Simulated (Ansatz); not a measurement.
BH₂SCl₃⁺, that is B(H2S)Cl3 with one electron fewer. Total charge 1; doublet. Geometry PBE0-D4/def2-SVP; atoms count from 1.

```xyz
7

B     0.217   -0.689   -0.079
S    -0.971    0.901    0.254
H    -0.203    1.587    1.139
H    -0.629    1.676   -0.807
Cl    0.152   -1.702    1.414
Cl    1.920   -0.203   -0.430
Cl   -0.485   -1.569   -1.490
```

Q: Estimate the Mulliken populations from the PBE0/def2-TZVP orbitals of Ansatz.

A: 
```
atom  charge (e)  spin (α − β)
  B1       -0.06         -0.07
  S2        0.09          0.00
  H3        0.25          0.00
  H4        0.25          0.00
 Cl5        0.15          0.35
 Cl6        0.16          0.37
 Cl7        0.15          0.35
```
Mulliken values and Mayer orders depend strongly on the basis.

Q: Where does the spin sit?

A: Summed by element: B -0.07, S 0.00, H 0.00, Cl 1.07, of 1 unpaired in all. Largest on single atoms: Cl6 0.37, Cl5 0.35, Cl7 0.35.

Q: And the Mayer bond orders between bonded heavy atoms (over 0.3)?

A: B1–S2 0.84 (2.01 Å); B1–Cl5 1.15 (1.81 Å); B1–Cl6 1.16 (1.80 Å); B1–Cl7 1.15 (1.81 Å).
